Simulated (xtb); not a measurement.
Harmonic IR lines of one isomer of C4H4BFO, unscaled. Method: GFN2-xTB (xtb).

wavenumber (cm⁻¹): 604 (w), 640 (w), 722 (w), 767 (w), 820 (s), 825 (w), 881 (w), 1078 (m), 1140 (w), 1165 (w), 1241 (m), 1271 (m), 1380 (s), 1516 (s), 1574 (vs), 2658 (s), 2701 (s), 3195 (vw)

Task: Identify which structure gives these lines.
A) `Bc1ccoc1F`
B) `Bc1cc(F)co1`
C) `Bc1ccc(F)o1`
D) `Bc1occc1F`

Result: A, `Bc1ccoc1F`
